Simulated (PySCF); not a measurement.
C2H9FOSi2, SMILES CO[Si@H](F)[SiH2]C.

Geometry optimised at B3LYP-D3(BJ)/def2-SVP. The structure was generated by enumeration; whether it is a known compound was not checked. One conformer was computed; it need not be the lowest.

These are SMD-M06-2X/6-31G* run with PySCF values and carry that method's errors.

Solvation free energies are E(SMD) − E(gas) at the gas-phase geometry, for 1 M in both phases. In vacuum the dipole moment is 1.22 D.

```tsv
solvent	ΔG(solv) (kcal/mol)	its non-electrostatic (CDS) part	dipole (D)
water	1.0	5.5	1.39
1-octanol	-2.3	1.4	1.39
dimethylsulfoxide	[?]	[?]	[?]
```

**Question.** Fill in the missing entries. (Estimate from the structure and the level; the computed values follow.)

**Answer.** 
- dimethylsulfoxide, ΔG(solv) (kcal/mol): -1.3
- dimethylsulfoxide, its non-electrostatic (CDS) part: 2.1
- dimethylsulfoxide, dipole (D): 1.45
